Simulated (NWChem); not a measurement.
# C$_{3}$HF$_{3}$; SMILES FC(C#C)(F)F

Results from NWChem. Pople sets run with spherical d functions. Medium grid unless said otherwise, to which SCAN and Minnesota functionals are sensitive. Structure relaxed at the PBE0/def2-SVP level.

For level r2SCAN/6-31G*:

```
Property                     Result
---------------------------  ------
highest occupied level (eV)   -7.80
orbital gap (eV)               7.24
```

Problem. What are these values for level LDA (Slater exchange, PW92)/6-31G*?

Solution. 
| Quantity | Value |
|---|---|
| highest occupied level (eV) | -7.59 |
| orbital gap (eV) | 6.62 |
